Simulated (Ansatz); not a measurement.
Program: Ansatz. Geometries: PBE0-D4/def2-TZVP. ΔE: electronic, gas phase. CCSD(T)/CBS adds triple-zeta CCSD(T) − MP2 to the extrapolated MP2 energy (def2 sets, frozen cores). This one scheme is used for every species. Functionals use def2-TZVPP. For Ge outer-core shells are correlated without core-valence functions, which leaves a few kJ/mol of doubt a bond. Scalar relativity is left out up to krypton. Each species was taken in one conformer, which may not be the lowest.

Consider the cleavage of the B–Si bond: `[SiH3][SiH2][BH][GeH3]` + CH₃SH → `CS[BH][GeH3]` + `[SiH3][SiH3]`.

| level | ΔE (eV) |
| --- | --- |
| r2SCAN-D4 | -1.26 |
| r2SCAN | -1.27 |
| MP2/CBS(def2) | -1.33 |
| CCSD/CBS(def2) | -1.22 |

Q: What does CCSD(T)/CBS give? (Best estimate.)

A: The calculation gave: -1.25 eV. The listed levels differ from it by -0.01, -0.02, -0.08, 0.03 eV.

Largest T1 diagnostic among the species: 0.014.

The D4 term adds +0.04 eV with B3LYP and +0.02 eV with PBE0; it sums over pairs of atoms, weighted by their polarisabilities, and B3LYP, whose exchange is more repulsive, gets the larger term.

B3LYP here is the variant with VWN-RPA as its local correlation; programs differ in this.
